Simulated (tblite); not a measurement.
A geometry optimisation, step by step.

Compound: trifluoroacetyl chloride, C2ClF3O.
Atom-mapped SMILES: `[O:1]=[C:2]([Cl:3])[C:4]([F:5])([F:6])[F:7]`

Computed with GFN2-xTB (tblite), gas phase: L-BFGS steps from a force-field or distance-geometry start until the largest atomic force falls under 0.01 eV/Å. 14 of its 18 geometries are shown.

Step 0: E = -736.4489 eV, largest atomic force 3.502 eV/Å
```
atom  x, y, z in Å  |  force x, y, z in eV/Å
O1      1.203    1.422   -0.558   -1.048  -3.037   1.393
C2      0.830    0.362   -0.069    1.731   2.485  -0.962
Cl3     1.923   -0.794    0.707   -0.678   0.645  -0.453
C4     -0.614   -0.114   -0.042   -1.876  -0.798   0.275
F5     -1.076   -0.317    1.243    0.634   0.286  -1.298
F6     -0.784   -1.311   -0.684    0.323   1.069   0.540
F7     -1.478    0.755   -0.624    0.914  -0.650   0.504
```

Step 1: E = -736.5078 eV, largest atomic force 5.201 eV/Å
```
atom  x, y, z in Å  |  force x, y, z in eV/Å
O1      1.188    1.378   -0.538    1.467   4.055  -1.888
C2      0.855    0.398   -0.082   -1.709  -4.448   2.085
Cl3     1.914   -0.784    0.700   -0.300   0.290  -0.208
C4     -0.641   -0.125   -0.038    0.002  -0.218   0.194
F5     -1.067   -0.312    1.224    0.228   0.113  -0.368
F6     -0.780   -1.295   -0.676    0.142   0.243   0.112
F7     -1.465    0.746   -0.617    0.170  -0.036   0.073
```

Step 3: E = -736.6357 eV, largest atomic force 0.325 eV/Å
```
atom  x, y, z in Å  |  force x, y, z in eV/Å
O1      1.195    1.396   -0.547   -0.078  -0.255   0.110
C2      0.845    0.371   -0.069   -0.072   0.019   0.007
Cl3     1.905   -0.777    0.695   -0.231   0.182  -0.138
C4     -0.641   -0.128   -0.035    0.126   0.018  -0.001
F5     -1.063   -0.310    1.218    0.065   0.026  -0.004
F6     -0.777   -1.291   -0.674    0.074  -0.008  -0.004
F7     -1.461    0.745   -0.615    0.115   0.018   0.029
```

Step 4: E = -736.6400 eV, largest atomic force 0.203 eV/Å
```
atom  x, y, z in Å  |  force x, y, z in eV/Å
O1      1.193    1.389   -0.544    0.016   0.137  -0.073
C2      0.842    0.369   -0.067   -0.121  -0.149   0.065
Cl3     1.897   -0.770    0.690   -0.086   0.002  -0.018
C4     -0.637   -0.128   -0.035   -0.018  -0.016  -0.017
F5     -1.060   -0.309    1.217    0.048   0.009   0.043
F6     -0.775   -1.291   -0.674    0.070  -0.016  -0.007
F7     -1.457    0.745   -0.614    0.091   0.032   0.006
```

Step 5: E = -736.6408 eV, largest atomic force 0.118 eV/Å
```
atom  x, y, z in Å  |  force x, y, z in eV/Å
O1      1.192    1.388   -0.544   -0.009   0.103  -0.057
C2      0.840    0.368   -0.067   -0.068  -0.059   0.020
Cl3     1.894   -0.768    0.689   -0.047  -0.042   0.013
C4     -0.637   -0.128   -0.035   -0.036  -0.021  -0.003
F5     -1.059   -0.309    1.218    0.038   0.002   0.037
F6     -0.773   -1.291   -0.675    0.057  -0.017  -0.006
F7     -1.454    0.746   -0.613    0.065   0.035  -0.004
```

Step 7: E = -736.6418 eV, largest atomic force 0.092 eV/Å
```
atom  x, y, z in Å  |  force x, y, z in eV/Å
O1      1.190    1.389   -0.545   -0.052  -0.021   0.003
C2      0.837    0.367   -0.067    0.036   0.075  -0.039
Cl3     1.888   -0.769    0.688   -0.016  -0.052   0.024
C4     -0.637   -0.129   -0.035    0.005   0.000   0.013
F5     -1.056   -0.309    1.220    0.009  -0.009   0.001
F6     -0.769   -1.293   -0.675    0.014  -0.005   0.006
F7     -1.449    0.748   -0.613    0.003   0.013  -0.009
```

Step 8: E = -736.6420 eV, largest atomic force 0.061 eV/Å
```
atom  x, y, z in Å  |  force x, y, z in eV/Å
O1      1.188    1.390   -0.546   -0.034  -0.022   0.006
C2      0.836    0.368   -0.067    0.037   0.044  -0.020
Cl3     1.886   -0.771    0.688   -0.016  -0.026   0.010
C4     -0.637   -0.130   -0.035    0.024   0.012   0.006
F5     -1.055   -0.309    1.221    0.000  -0.009  -0.014
F6     -0.767   -1.293   -0.675   -0.001   0.008   0.013
F7     -1.448    0.750   -0.614   -0.011  -0.008  -0.001
```

Step 9: E = -736.6421 eV, largest atomic force 0.026 eV/Å
```
atom  x, y, z in Å  |  force x, y, z in eV/Å
O1      1.186    1.391   -0.546   -0.011  -0.003  -0.002
C2      0.836    0.369   -0.068    0.019   0.008  -0.001
Cl3     1.885   -0.772    0.689   -0.016  -0.009   0.001
C4     -0.637   -0.129   -0.034    0.023   0.013   0.000
F5     -1.054   -0.309    1.221   -0.001  -0.006  -0.014
F6     -0.766   -1.293   -0.675   -0.003   0.011   0.012
F7     -1.447    0.750   -0.614   -0.011  -0.015   0.004
```

Step 10: E = -736.6421 eV, largest atomic force 0.016 eV/Å
```
atom  x, y, z in Å  |  force x, y, z in eV/Å
O1      1.186    1.391   -0.546    0.007   0.011  -0.006
C2      0.837    0.369   -0.068    0.001  -0.011   0.008
Cl3     1.884   -0.773    0.689   -0.013   0.000  -0.003
C4     -0.636   -0.129   -0.034    0.011   0.008  -0.003
F5     -1.054   -0.309    1.220    0.000  -0.003  -0.008
F6     -0.766   -1.293   -0.674    0.000   0.008   0.007
F7     -1.447    0.750   -0.614   -0.007  -0.013   0.005
```

Step 12: E = -736.6422 eV, largest atomic force 0.012 eV/Å
```
atom  x, y, z in Å  |  force x, y, z in eV/Å
O1      1.186    1.391   -0.547    0.012   0.003  -0.001
C2      0.837    0.369   -0.068   -0.005   0.001   0.001
Cl3     1.883   -0.773    0.689   -0.005  -0.001  -0.002
C4     -0.635   -0.129   -0.034   -0.004   0.000   0.000
F5     -1.054   -0.309    1.220    0.002   0.001   0.003
F6     -0.766   -1.293   -0.674    0.005  -0.001  -0.001
F7     -1.447    0.749   -0.614   -0.006  -0.003   0.001
```

Step 13: E = -736.6422 eV, largest atomic force 0.010 eV/Å
```
atom  x, y, z in Å  |  force x, y, z in eV/Å
O1      1.186    1.391   -0.547    0.008  -0.004   0.002
C2      0.837    0.369   -0.068   -0.002   0.009  -0.004
Cl3     1.883   -0.774    0.689   -0.003  -0.002   0.000
C4     -0.635   -0.129   -0.034   -0.007  -0.002   0.001
F5     -1.054   -0.309    1.220    0.003   0.001   0.005
F6     -0.766   -1.293   -0.674    0.006  -0.003  -0.003
F7     -1.448    0.749   -0.613   -0.006   0.001  -0.001
```

Step 14: E = -736.6422 eV, largest atomic force 0.021 eV/Å
```
atom  x, y, z in Å  |  force x, y, z in eV/Å
O1      1.187    1.391   -0.547    0.002  -0.013   0.007
C2      0.837    0.369   -0.068    0.002   0.018  -0.010
Cl3     1.882   -0.774    0.689    0.001  -0.004   0.002
C4     -0.635   -0.128   -0.034   -0.008  -0.003   0.003
F5     -1.054   -0.310    1.220    0.003   0.002   0.006
F6     -0.765   -1.292   -0.674    0.007  -0.005  -0.005
F7     -1.448    0.748   -0.613   -0.007   0.004  -0.003
```

Step 16: E = -736.6422 eV, largest atomic force 0.013 eV/Å
```
atom  x, y, z in Å  |  force x, y, z in eV/Å
O1      1.188    1.392   -0.547   -0.005  -0.010   0.006
C2      0.837    0.370   -0.068    0.004   0.008  -0.007
Cl3     1.880   -0.775    0.689    0.003  -0.003   0.003
C4     -0.635   -0.128   -0.034   -0.003   0.000   0.001
F5     -1.053   -0.310    1.220    0.002   0.003   0.002
F6     -0.763   -1.292   -0.674    0.004  -0.001  -0.003
F7     -1.450    0.748   -0.613   -0.005   0.004  -0.002
```

Step 17: E = -736.6422 eV, largest atomic force 0.005 eV/Å
```
atom  x, y, z in Å  |  force x, y, z in eV/Å
O1      1.189    1.392   -0.547   -0.003  -0.003   0.002
C2      0.837    0.371   -0.068    0.001  -0.001  -0.001
Cl3     1.880   -0.775    0.689    0.002  -0.001   0.001
C4     -0.636   -0.128   -0.034    0.000   0.001  -0.001
F5     -1.053   -0.310    1.220    0.002   0.002   0.000
F6     -0.763   -1.292   -0.674    0.002   0.001  -0.001
F7     -1.450    0.747   -0.613   -0.003   0.001   0.000
```

Question: Summarise the path.

Answer: The energy falls by 4.46 kcal/mol from step 0 to step 17; nine tenths of that is first reached at step 2. It never rises by more than 0.2 meV. The largest force goes from 3.502 to 0.005 eV/Å. Among the bonds C4–F5 changes most (a near tie, within 0.001 Å, with another), from 1.381 to 1.335 Å; the atoms move by 0.033 Å rms after alignment.

Question: Follow the three bonds and two angles with the largest change from start to end.

Answer: 
```csv
step,E above end (kcal/mol),largest force (eV/Å),C4–F5 (Å),C2–Cl3 (Å),O1=C2 (Å),C2–C4–F7 (°),F5–C4–F6 (°)
0,4.46,3.502,1.381,1.770,1.225,113.4,105.5
1,3.10,5.201,1.346,1.769,1.131,110.9,107.0
2,0.31,0.806,1.335,1.745,1.188,111.4,107.5
3,0.15,0.325,1.335,1.739,1.183,111.4,107.4
4,0.05,0.203,1.334,1.727,1.180,111.5,107.4
5,0.03,0.118,1.334,1.724,1.180,111.4,107.4
6,0.02,0.072,1.335,1.722,1.182,111.2,107.5
7,0.01,0.092,1.335,1.722,1.182,111.1,107.6
8,0.00,0.061,1.335,1.724,1.182,110.9,107.7
9,0.00,0.026,1.335,1.725,1.181,110.9,107.7
10,0.00,0.016,1.335,1.725,1.181,110.9,107.6
11,0.00,0.017,1.335,1.725,1.181,110.9,107.6
12,0.00,0.012,1.335,1.724,1.181,111.0,107.6
13,0.00,0.010,1.334,1.724,1.181,111.0,107.6
14,0.00,0.021,1.335,1.724,1.182,111.0,107.5
15,0.00,0.022,1.335,1.724,1.182,111.1,107.5
16,0.00,0.013,1.335,1.724,1.181,111.1,107.5
17,0.00,0.005,1.335,1.724,1.181,111.1,107.6
```
